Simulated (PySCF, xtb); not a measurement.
C₄H₆ClF, SMILES F[C@H](Cl)C1CC1.

GFN2-xTB (xtb) at its own geometry gives an orbital gap of 6.67 eV and a dipole moment of 2.51 D.

Geometry optimised at r2SCAN-D4/def2-SVP. The structure was generated by enumeration; whether it is a known compound was not checked. Other conformers were not sampled.

Task: What does ωB97X/def2-TZVP run with PySCF give? (An estimate is asked for; the answer gives what the named calculation found.)

Result: gap 13.74 eV (levels -10.88 and 2.86 eV), dipole 2.27 D.
